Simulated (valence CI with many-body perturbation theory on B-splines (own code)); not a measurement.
## Hg LX in brief

Level of theory: relativistic CI+MBPT: three valence electrons over a frozen Dirac-Fock core [Ar], radial functions for each j: 7 s, 7 p, 8 d, 6 f, 4 g, 1 h, with the one-electron correlation potential Σ1 (screened to all orders), the two-electron term Σ2, the three-electron term Σ3, Breit, model QED; selected single and double excitations, second order for the rest, scaled by the run's own slope (own B-spline code, finite nucleus).

The last digits are not significant, and no measured levels were compared; by estimate large intervals hold to a few tenths of a per cent, small ones and those within an open d or f shell to about a per cent. The list stops below the first excitations out of the core. Only levels of the ground parity were solved; by the run's estimate the other parity begins above the list, which can be wrong where configurations are misplaced.

Levels are named by their leading jj configuration (3d3/2^4 stands for four electrons in 3d with j = 3/2), which in mixed levels can hold well under half, so a name can repeat and another be missing.

Rates and lifetimes use the calculated energies. Strong lines usually hold to 10 to 20 %, long lifetimes can be off by a factor of two.

(1) What is the ground level?

(2) How well does LS coupling describe the low levels?

(3) What is the ionisation energy?

## Answers

(1) (3d3/2^3) J=3/2, composition 41 % 3d3 4F + 41 % 3d3 2D + 12 % 3d3 2P, g = 0.734.

(2) Among the lowest 16 levels the leading LS term, summed over configurations, holds 58 % on average. For single configurations the figures are 58 % in LS and 99 % in jj coupling. Terms mix most in the J = 3/2 level at 104.48 eV, where the leading one holds 38 %.

(3) 6192.6 eV; NIST lists 6192 ± 7 eV (theoretical).
